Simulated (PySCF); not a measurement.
Substituent effects on chemical shifts

Parent skeleton `[F:1][C:2]([F:3])([F:4])[CH:5]([SiH3:6])[SiH3:7]`; one hydrogen on atom 5 is replaced by X. Hydrogens on one atom are averaged.

No solvent, non-relativistic, a single conformation, equivalent nuclei averaged. Shieldings: GIAO PBE0/pcSseg-1; geometry from GFN2-xTB; PySCF 2.14.

Referencing at the same level of theory: CFCl3 for ¹⁹F (σref 170.95); ¹³C (σref 186.93), ²⁹Si (σref 349.16), ¹H (σref 31.72) vs TMS.

Parent (X = H): F1/F3/F4 -67.9, C2 138.7, C5 14.1, Si6/Si7 -70.1, H(Si6)/H(Si7) 4.11 ppm. Effects are Δδ = δ(X) − δ(H), positive for deshielding.

Question: Order these by the shift of C2, most shielded first.
A. X = propynyl
B. X = CH2NH2
C. X = F
D. X = nPr

Answer: C (-2.3 ppm), A (-0.2 ppm), D (+1.4 ppm), B (+3.1 ppm).

Question: Order these by the shift of Si6/Si7, most shielded first.
A. X = nPr
B. X = N=CH2
C. X = CH2NH2
D. X = CHCl2

Answer: C (-4.1 ppm), D (+1.8 ppm), A (+8.2 ppm), B (+11.3 ppm).

Unscaled 19F shifts against computed CFCl3 carry errors that often reach 10 to 50 ppm.
